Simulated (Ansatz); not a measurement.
A nudged elastic band was laid between two geometries of H2 + H4OSn (8 atoms, charge 0, multiplicity 1).

Level of theory: RKS LDA/def2-mTZVP (Ansatz).

```json
{
 "movable images": "5",
 "climbing image": "yes",
 "spring": "5.0 eV/Å²",
 "optimiser": "quadratic models (default)",
 "start path": "through a guess of the saddle point",
 "force threshold": "0.05 eV/Å",
 "iteration limit": "60",
 "end points": "relaxed"
}
```

First end point:

```xyz
8
Properties=species:S:1:pos:R:3
Sn -0.178 0.214 -0.071
O -0.008 0.062 1.904
H -0.879 0.049 2.347
H 1.446 0.379 -0.560
H -1.129 1.599 -0.413
H -0.916 -1.212 -0.678
H 1.508 -2.401 1.319
H 1.122 -1.817 1.650
```

Last end point:

```xyz
8
Properties=species:S:1:pos:R:3
Sn 0.445 -0.124 -0.358
O -0.429 -0.424 2.428
H -1.193 -1.023 2.315
H 0.982 -0.057 -1.995
H 0.241 1.471 0.206
H -1.027 -0.998 -0.351
H 1.651 -0.964 0.523
H 0.296 -1.007 2.730
```

Task: What changes between the two ends?

Result: Bonds broken: Sn1–O2, H7–H8. Bonds formed: Sn1–H7, O2–H8. H2 + H4OSn becomes H2O + H4Sn.

Task: Give the energies along the band, and the barrier.

Result: It converged. The highest image is number 3 of 0 to 6, 0.99 eV above the first end and 1.29 eV above the last; the last end lies 0.30 eV below the first. A vibrational analysis at the climbing image gives one clearly imaginary mode, 1168i cm⁻¹: a first-order saddle point. The orbitals stay closed-shell, which can raise the energy where a bond breaks towards radicals; this wasn't checked here.

```json
{"image": "0", "path coordinate (Å)": "0.00", "energy (eV)": "0.00", "Sn1–O2 (Å)": "1.99", "H7–H8 (Å)": "0.77", "Sn1–H7 (Å)": "3.41"}
{"image": "1", "path coordinate (Å)": "0.54", "energy (eV)": "0.06", "Sn1–O2 (Å)": "2.00", "H7–H8 (Å)": "0.78", "Sn1–H7 (Å)": "2.92"}
{"image": "2", "path coordinate (Å)": "1.08", "energy (eV)": "0.40", "Sn1–O2 (Å)": "2.04", "H7–H8 (Å)": "0.81", "Sn1–H7 (Å)": "2.48"}
{"image": "3", "path coordinate (Å)": "1.62", "energy (eV)": "0.99", "Sn1–O2 (Å)": "2.18", "H7–H8 (Å)": "1.07", "Sn1–H7 (Å)": "2.14"}
{"image": "4", "path coordinate (Å)": "3.23", "energy (eV)": "-0.20", "Sn1–O2 (Å)": "3.38", "H7–H8 (Å)": "1.81", "Sn1–H7 (Å)": "1.72"}
{"image": "5", "path coordinate (Å)": "4.84", "energy (eV)": "-0.24", "Sn1–O2 (Å)": "3.15", "H7–H8 (Å)": "2.16", "Sn1–H7 (Å)": "1.72"}
{"image": "6", "path coordinate (Å)": "6.45", "energy (eV)": "-0.30", "Sn1–O2 (Å)": "2.94", "H7–H8 (Å)": "2.59", "Sn1–H7 (Å)": "1.71"}
```

Task: What is the geometry of the highest image?

Result: 
```xyz
8
Properties=species:S:1:pos:R:3:forces:R:3
Sn 0.065 -0.173 -0.112 0.00 0.00 0.00
O 0.158 -0.030 2.058 0.00 0.00 0.00
H -0.713 -0.084 2.510 0.00 0.00 0.00
H 1.575 0.198 -0.816 0.00 0.00 0.00
H -0.927 1.244 -0.088 0.00 0.00 0.00
H -0.834 -1.430 -0.852 0.00 0.00 0.00
H 0.998 -1.740 1.004 0.00 0.00 0.00
H 0.644 -1.113 1.794 0.00 0.00 0.00
```

Task: What are the harmonic wavenumbers there?

Result: 1168i, 161, 403, 448, 538, 629, 633, 686, 726, 786, 794, 1296, 1510, 1667, 1837, 1882, 1922, 3637 cm⁻¹.

The band took 31 iterations and of the order of 2.7 core-minutes.

Time of the run: 2.7 min on 1 thread of AMD EPYC 7R43 64-Core Processor (Zen 3), on a shared host, peak memory 0.15 GiB.
